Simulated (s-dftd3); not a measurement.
C$_{8}$H$_{12}$, charge -1, doublet, geometry from GFN2-xTB (a state made from the parent by changing its charge; the spin is typed, not shown lowest); D3(op) for b97d in s-dftd3 1.4.0.

The s-dftd3 input:
```
$ s-dftd3 mol.xyz --op b97d --json dftd3.json --noedisp --grad

# file mol.xyz
20

C     -0.69087412    -1.74553618    -0.18585767
C      0.68862544    -1.74702532    -0.18012278
C      1.52375294    -0.58781095    -0.54879789
C      1.52040289     0.58452485     0.56145313
C      0.69087412     1.74553618     0.18585767
C     -0.68862544     1.74702532     0.18012278
C     -1.52375294     0.58781095     0.54879789
C     -1.52040289    -0.58452485    -0.56145313
H     -1.20491430    -2.57513596     0.29530008
H      1.19685513    -2.57772862     0.30528478
H      1.17729101    -0.12804771    -1.47804495
H      2.56346734    -0.90412835    -0.69801976
H      2.55952115     0.89859820     0.71931718
H      1.16523511     0.12551900     1.48778336
H      1.20491430     2.57513596    -0.29530008
H     -1.19685513     2.57772862    -0.30528478
H     -1.17729101     0.12804771     1.47804495
H     -2.56346734     0.90412835     0.69801976
H     -1.16523511    -0.12551900    -1.48778336
H     -2.55952115    -0.89859820    -0.71931718
```

The log (banner, timings and long lists left out):

```
-----------------------------------
 s i m p l e   D F T - D 3  v1.4.0
-----------------------------------

Optimized power damping: b97d-D3(op)
--------------------
   s6        1.0000
   s8        1.4686
   s9        0.0000
   a1        0.6000
   a1        2.5000
  alp       14.0000
 beta        0.0000
--------------------

Dispersion energy:      -7.4296695182599E-02 Eh

Gradient norm:           7.8549851816437E-03 Eh/a0
--------------------------------------------------
     #    Z           dE/dx      dE/dy      dE/dz
--------------------------------------------------
     1    6 C    -8.392E-04 -2.279E-03 -2.552E-04
     2    6 C     8.364E-04 -2.280E-03 -2.482E-04
     3    6 C     1.694E-03 -7.153E-04 -7.635E-04
     4    6 C     1.689E-03  7.117E-04  7.776E-04
     5    6 C     8.392E-04  2.279E-03  2.552E-04
     6    6 C    -8.364E-04  2.280E-03  2.482E-04
     7    6 C    -1.694E-03  7.153E-04  7.635E-04
     8    6 C    -1.689E-03 -7.117E-04 -7.776E-04
     9    1 H    -3.813E-04 -9.900E-04  2.396E-04
    10    1 H     3.772E-04 -9.908E-04  2.427E-04
    11    1 H     9.528E-04 -1.564E-04 -1.430E-03
    12    1 H     9.440E-04 -3.304E-04 -5.818E-04
    13    1 H     9.398E-04  3.284E-04  5.896E-04
    14    1 H     9.412E-04  1.544E-04  1.438E-03
    15    1 H     3.813E-04  9.900E-04 -2.396E-04
    16    1 H    -3.772E-04  9.908E-04 -2.427E-04
    17    1 H    -9.528E-04  1.564E-04  1.430E-03
    18    1 H    -9.440E-04  3.304E-04  5.818E-04
    19    1 H    -9.412E-04 -1.544E-04 -1.438E-03
    20    1 H    -9.398E-04 -3.284E-04 -5.896E-04
--------------------------------------------------

Virial:
--------------------------------------------------
      component           x          y          z
--------------------------------------------------
          x       5.389E-02 -2.967E-05  1.350E-04
          y      -2.967E-05  5.493E-02  7.405E-03
          z       1.350E-04  7.405E-03  2.334E-02
--------------------------------------------------

[Info] JSON dump of results written to 'dftd3.json'
```
